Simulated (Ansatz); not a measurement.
The C2–H3 bond of C2H6Mg (SMILES [CH3][Mg][CH3]) is stretched (multiplicity 1, the rest rigid).
Geometry at rest (charge 0, multiplicity 1):
```xyz
9

Mg     0.0000     0.0000     0.0000
C      1.6071     0.2545    -1.3170
H      2.3439    -0.5484    -1.2184
H      2.1334     1.1970    -1.1380
H      1.2793     0.2630    -2.3609
C     -1.6071    -0.2545     1.3170
H     -2.1822    -1.1564     1.0864
H     -2.3029     0.5890     1.2764
H     -1.2715    -0.3442     2.3546
```

Correlated levels freeze the cores.

The values were computed with Ansatz (a quantum-chemistry and plane-wave program). 

FIC-MRCISD+Q on CASSCF(2,2)/def2-SVP, total energies (hartree):

```
R (Å)       CASSCF       MRCISD  weight c² of the reference
-----  -----------  -----------  --------------------------
1.094  -278.696370  -279.018535                     0.89285
1.915  -278.600239  -278.912199                     0.89291
3.501  -278.542593  -278.849817                     0.89377
```

**Question.** Add the Davidson correction (E_MRCISD − E_CASSCF)(1 − c²)/c² and give the energies above the first point at the three levels.

**Answer.** 
Corrections (hartree): -0.038663, -0.037413, -0.036514. Above the first point (kcal/mol):
- R = 1.915 Å: CASSCF 60.3, MRCISD 66.7, with the correction 67.5
- R = 3.501 Å: CASSCF 96.5, MRCISD 105.9, with the correction 107.2
